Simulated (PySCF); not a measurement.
cycl[3.3.3]borane (C12H9B), SMILES C1=CC2=CC=CC3=CC=CC(=C1)B23. Heavy atoms are numbered as in [CH:1]1=[CH:2][C:3]2=[CH:4][CH:5]=[CH:6][C:7]3=[CH:8][CH:9]=[CH:10][C:11](=[CH:12]1)[B:13]23. Hydrogens are named by the atom that carries them.

Geometry: B3LYP-D3(BJ)/def2-SVP.

Computed with PySCF with PBE0/def2-SVP.

ESP charges are fitted to the potential on shells at 1.4 to 2.0 van der Waals radii. Atomic charges (e), one atom of each kind:

| atom | Mulliken | meta-Löwdin | ESP fit |
|---|---|---|---|
| C1 (CH) | -0.05 | -0.16 | -0.26 |
| C2 (CH) | … | -0.01 | -0.02 |
| C3 | -0.06 | -0.10 | -0.14 |
| B13 | 0.01 | -0.07 | 0.19 |
| H on C1 | … | 0.10 | 0.14 |
| H on C2 | … | 0.10 | 0.11 |

Q: Complete the blanks. (Estimate from the structure and the level; the computed values follow.)

A: 
- C2 (CH), Mulliken: 0.03
- H on C1, Mulliken: 0.02
- H on C2, Mulliken: 0.02

Computed Mayer and Wiberg (Löwdin basis) orders of the bonds:
```
bond     Mayer  Wiberg
-------  -----  ------
C1–C2     1.41    1.45
C2–C3     1.28    1.33
C3–C4     1.28    1.33
C4–C5     1.41    1.45
C5–C6     1.41    1.45
C6–C7     1.28    1.33
C7–C8     1.28    1.33
C8–C9     1.41    1.45
C9–C10    1.41    1.45
C10–C11   1.28    1.33
C1–C12    1.41    1.45
C11–C12   1.28    1.33
C3–B13    1.15    1.14
C7–B13    1.15    1.14
C11–B13   1.15    1.14
```
